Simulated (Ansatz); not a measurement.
Two members of one family (Series Gevinyl3X), computed with Ansatz in the gas phase. The two geometries come from different levels. Binding counts from free atoms in the multiplicity of their measured ground term, without zero-point energy. A dash marks a value that wasn't run or was left out as unsound. The structures are stationary points that may keep the symmetry of their start. Remarks come from the PBE and PBE0 runs and from stability tests at other levels; not every state was tested. HOMO above LUMO (over both spins in singlets and doublets, within one spin in higher multiplets; at PBE or PBE0), or a gap under 0.15 eV within one spin, warns that the state may not be the lowest or that an electron is smeared out.

First: Ge(vinyl)3(NEt2) (singlet, charge 0, PBE0-D4/def2-SVP geometry).

```xyz
31

Ge   -0.178   -0.442   -0.597
C     1.381   -1.215   -1.457
C     1.519   -2.527   -1.670
H     2.173   -0.531   -1.791
H     0.752   -3.243   -1.353
H     2.400   -2.948   -2.171
C    -1.181   -1.861    0.289
C    -2.321   -2.364   -0.195
H    -0.791   -2.255    1.238
H    -2.753   -2.005   -1.136
H    -2.878   -3.155    0.320
C    -1.335    0.421   -1.895
C    -1.169    0.271   -3.214
H    -2.178    1.025   -1.537
H    -0.350   -0.330   -3.627
H    -1.841    0.740   -3.941
N     0.434    0.822    0.590
C     1.488    0.457    1.515
C     2.715    1.355    1.419
C    -0.404    1.936    0.979
C    -1.502    1.595    1.982
H     1.797   -0.584    1.312
H     1.119    0.450    2.562
H     3.148    1.307    0.409
H     2.461    2.407    1.623
H     3.486    1.053    2.145
H     0.234    2.738    1.392
H    -0.859    2.374    0.075
H    -2.204    0.856    1.564
H    -1.083    1.165    2.907
H    -2.079    2.490    2.264
```

| level | HOMO (eV) | LUMO (eV) | gap (eV) | vertical IE (eV) | vertical triplet (eV) | binding per atom (eV) |
| --- | --- | --- | --- | --- | --- | --- |
| PBE-D4/def2-SVP | -4.42 | -1.20 | 3.22 | 7.15 | 4.04 | 4.30 |
| PBE-D4/def2-TZVP | -4.55 | -1.40 | 3.15 | – | – | 4.27 |
| r2SCAN-D4/def2-TZVP | -4.77 | -1.19 | 3.57 | – | – | 4.18 |
| PBE0-D4/def2-SVP | -5.74 | -0.19 | 5.56 | 7.34 | 4.18 | 4.25 |
| BHLYP-D4/def2-TZVP | -7.07 | 0.72 | 7.79 | – | – | 4.07 |

Second: Ge(vinyl)3(NHtBu) (singlet, charge 0, PBE-D4/def2-SVP geometry).

```xyz
31

Ge    0.8186   -0.9091   -0.1708
C     2.1519   -0.9732   -1.6015
C     3.4830   -0.9115   -1.4101
H     1.7650   -1.0974   -2.6312
H     3.9217   -0.7969   -0.4017
H     4.1978   -0.9694   -2.2494
C     1.6868   -0.4192    1.5244
C     2.5059    0.6411    1.6688
H     1.4909   -1.0620    2.4027
H     2.7370    1.3186    0.8280
H     2.9798    0.8917    2.6346
C    -0.0422   -2.6548    0.0304
C    -1.2232   -2.9427   -0.5474
H     0.4875   -3.4380    0.6057
H    -1.7615   -2.1770   -1.1350
H    -1.6974   -3.9357   -0.4635
N    -0.4627    0.2745   -0.8243
C    -1.3927    1.0983   -0.0322
C    -0.7307    2.4220    0.4105
C    -2.6150    1.4073   -0.9210
C    -1.8530    0.3158    1.2087
H    -0.0910    0.8104   -1.6165
H    -1.4376    3.0681    0.9727
H     0.1456    2.2224    1.0579
H    -0.3815    2.9972   -0.4731
H    -2.3035    1.9455   -1.8410
H    -3.3530    2.0446   -0.3914
H    -3.1137    0.4675   -1.2310
H    -1.0029    0.1049    1.8902
H    -2.3148   -0.6492    0.9248
H    -2.5952    0.9063    1.7817
```

**Question.** Estimate how these quantities change from the first to the second (second minus first).

**Answer.** 
```csv
level,Δ HOMO (eV),Δ LUMO (eV),Δ gap (eV),Δ vertical IE (eV),Δ vertical triplet (eV),Δ binding per atom (eV)
PBE-D4/def2-SVP,-0.45,-0.27,0.18,0.50,-0.13,0.01
PBE-D4/def2-TZVP,-0.48,-0.23,0.25,–,–,0.01
r2SCAN-D4/def2-TZVP,-0.51,-0.27,0.24,–,–,0.01
PBE0-D4/def2-SVP,-0.49,-0.34,0.15,0.56,-0.22,0.01
BHLYP-D4/def2-TZVP,-0.53,-0.34,0.19,–,–,0.01
```

Remarks: gap within one spin near zero at PBE or PBE0 (+1 doublet).
